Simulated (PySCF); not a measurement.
Geometries of 2 isomers of CH10N2Si2, from PBE0-D3(BJ)/def2-SVP geometry optimisation, gas phase (PySCF). One conformer each, no zero-point energy, no frequencies.

Problem. Which isomer lies lower at this level?
A.
```xyz
15
angstrom
N     -1.903   -1.082    0.120
C     -1.896    0.309   -0.321
Si    -0.193    0.693   -1.057
N      0.907   -0.066    0.051
Si     2.628    0.002    0.239
H     -1.936   -1.715   -0.677
H     -2.723   -1.289    0.687
H     -2.719    0.599   -1.006
H     -1.992    0.957    0.567
H      0.037    2.169   -1.160
H     -0.100    0.135   -2.449
H      0.395   -0.772    0.586
H      3.055   -1.143    1.099
H      3.330   -0.093   -1.082
H      3.094    1.273    0.881
```
B.
```xyz
15
angstrom
N     -1.264    0.416   -1.317
Si    -0.887   -0.731   -0.081
N     -1.672   -0.178    1.351
C      0.995   -0.794   -0.038
Si     1.807    0.899    0.035
H     -2.226    0.688   -1.486
H     -0.702    0.493   -2.156
H     -1.400   -2.132   -0.253
H     -1.960   -0.825    2.074
H     -1.499    0.751    1.717
H      1.298   -1.381    0.847
H      1.376   -1.338   -0.920
H      1.734    1.589   -1.289
H      1.138    1.764    1.059
H      3.253    0.795    0.411
```

Solution. B. That is `N[SiH](N)C[SiH3]`, 22.5 kcal/mol below the other.

```
          SMILES                 atoms numbered as above      E (Eh)  relative (kcal/mol)  relative (kJ/mol)  dipole (D)
N[SiH](N)C[SiH3]  [NH2:1][SiH:2]([NH2:3])[CH2:4][SiH3:5]  -731.96730                  0.0                0.0        0.74
 NC[SiH2]N[SiH3]    [NH2:1][CH2:2][SiH2:3][NH:4][SiH3:5]  -731.93148                 22.5               94.1        2.81
```
